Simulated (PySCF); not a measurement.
# HfF₄ + 2 Cl₂ → HfCl₄ + 2 F₂

Level: B3LYP in the def2-SVP basis family, computed in PySCF with density fitting; scalar-relativistic core potentials for atoms from Rb on, none lighter, no spin–orbit coupling; open shells unrestricted.

```tsv
species	state and structure	E (Eh)	ZPE (kJ/mol)	H(298 K) − H(0) (kJ/mol)	S° (J/(mol K))
HfF₄	singlet, Td, Hf–F 1.912 Å (×4)	-447.43729	20.5	19.7	333.2
Cl₂	singlet, D∞h, Cl–Cl 2.056 Å	-920.09345	3.0	9.3	223.8
HfCl₄	singlet, Td, Hf–Cl 2.342 Å (×4)	-1888.64028	12.2	23.0	376.1
F₂	singlet, D∞h, F–F 1.395 Å	-199.34405	6.2	8.8	202.2
```

Problem. What is the electronic reaction energy?

Solution. At B3LYP/def2-SVP, ΔE = 776.6 kJ/mol from the differences of the total energies times 2625.5, uphill. 

Problem. Add zero-point, thermal and entropy terms for 298.15 K and 1 bar.

Solution. ΔZPE = -1.9 and Δ[H(298) − H(0)] = 2.3 kJ/mol give ΔH° = 777.0 kJ/mol. ΔS° = -0.3 J/(mol K), so ΔG° = 777.0 − 298.15 × (-0.0003) = 777 kJ/mol.

Spin–orbit coupling can matter for HfF₄, HfCl₄ and is left out. The structures come from searches over a few start shapes, so lower isomers are not excluded.
